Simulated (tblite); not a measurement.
C11H7F.
SMILES: `C#C[C@@H]1[C@H]2C=C[C@]1(C#C)C=C2F`

Computed values, GFN2-xTB/tblite, gas phase, harmonic and unscaled. The method is semi-empirical: single wavenumbers can be off by several per cent or more.

Harmonic wavenumbers (cm⁻¹): 86.0, 98.3, 116.6, 149.9, 210.9, 304.7, 346.0, 378.3, 402.8, 419.4, 436.1, 461.8, 514.9, 553.6, 587.6, 608.7, 647.0, 665.3, 673.8, 677.3, 745.6, 762.4, 799.1, 833.9, 845.5, 925.5, 956.2, 980.8, 1013.2, 1044.7, 1068.4, 1082.3, 1093.4, 1146.7, 1161.9, 1180.9, 1221.1, 1259.1, 1286.1, 1295.0, 1644.9, 1706.9, 2285.8, 2288.6, 2942.3, 3040.2, 3145.2, 3163.2, 3181.3, 3400.0, 3400.1.

A = 1326, B = 968.0, C = 758.7 MHz; mass 158.053 u (most abundant isotopes); point group C1, symmetry number 1.

Q: Zero-point energy?

A: Half the sum of the wavenumbers: 29620 cm⁻¹ = 354.33 kJ/mol.

Q: Give the ideal-gas entropy at 298.15 K and 1 bar in the rigid-rotor, harmonic-oscillator model (classical rotation).

A: Translation 172.00, rotation 126.27, vibration 115.83: S = 414.1 J/(mol K).

Q: And Cp and H(298.15 K) − H(0)?

A: Cp = 182.08 J/(mol K), of which vibrations give 148.82 (their classical limit is 51 R = 424.0); H(298.15 K) − H(0) = 30.01 kJ/mol without the zero-point energy, 20.10 from vibrations.

Q: How do the functions run with temperature in this model?

A: 
```tsv
T (K)	S (J/(mol K))	Cp (J/(mol K))	H − H(0) (kJ/mol)	G − H(0) (kJ/mol)	ln q(vib)
100	286.8	72.3	4.96	-23.73	1.03
200	353.0	126.7	14.81	-55.79	3.27
300	415.2	183.1	30.35	-94.22	5.87
500	530.1	266.8	76.05	-189.01	11.52
800	672.1	335.0	167.47	-370.21	19.84
1000	750.0	362.5	237.38	-512.60	24.94
```

q(vib) and H(0) count from the zero-point level.

Q: Blend soft modes into free rotors: weight 1/[1 + (100 cm⁻¹/ν̃)⁴] for the oscillator and the rest for a rotor with moment μB/(μ + B), μ = h/(8π²ν), B = 10⁻⁴⁴ kg m². What vibrational entropy results?

A: 111.77 J/(mol K) in place of 115.83, which changes −T·S at 298.15 K by +1.21 kJ/mol.

Q: What must be added to the electronic energy to get the Gibbs energy at 298.15 K and 1 bar?

A: ZPE + [H(298.15 K) − H(0)] − T·S = 354.33 + 30.01 − 123.46 = 260.88 kJ/mol.

Q: Which modes carry the vibrational entropy at 298.15 K?

A: 86.0 cm⁻¹: 15.69; 98.3 cm⁻¹: 14.59; 116.6 cm⁻¹: 13.20; 149.9 cm⁻¹: 11.19; 210.9 cm⁻¹: 8.52; 304.7 cm⁻¹: 5.82 J/(mol K); the other 45 give 46.82 together.

Hindered rotation and anharmonicity are outside this model. The structure is chiral; the term R ln 2 for an equal mix with its mirror image is left out.
